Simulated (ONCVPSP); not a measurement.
chromium: excitation energies, all-electron against ONCV

Cr (Z = 24), optimised norm-conserving Vanderbilt (ONCV), made with ONCVPSP 4.0.1 (PBE, non-relativistic). Core [Ne], reference 3s2 3p6 3d5 4s1. Waves: 3s+4s: rc 1.60 bohr, ncon 3, nbas 7, qcut 9.4 1/bohr, 3 projectors, debl 2.2 Ha; 3p: rc 1.45 bohr, ncon 5, nbas 8, qcut 11.4 1/bohr, 2 projectors, debl 1.9 Ha; 3d: rc 1.75 bohr, ncon 3, nbas 8, qcut 7.9 1/bohr, 2 projectors, debl 1.1 Ha. Local part: polynomial inside 1.30 bohr (lpopt 3, dvloc0 0 Ha). Core correction: Teter function, fcfact 1.75, rcfact 1.1.

Energies are relative to the spin-unpolarised reference configuration 3s2 3p6 3d5 4s1; without spin polarisation the order of configurations can differ from experiment. Not all tests gave a result: 1 of 4 tests not solved or not reliable.

```
valence configuration  charge  ΔE all-electron (eV)  error AE − PS (meV)
      3s2 3p6 3d5 4s0      +1                 6.779                 +5.8
      3s2 3p6 3d4 4s0      +2                22.933                 +7.7
  3s2 3p6 3d4 4s1 4p1       0                 3.637                  +27
```

Levels in the configuration 3s2 3p6 3d5 4s0:

| level | all-electron (eV) | pseudo (eV) |
| --- | --- | --- |
| 3s | -79.486 | -79.501 |
| 3p | -52.111 | -52.113 |
| 3d | -9.932 | -9.948 |
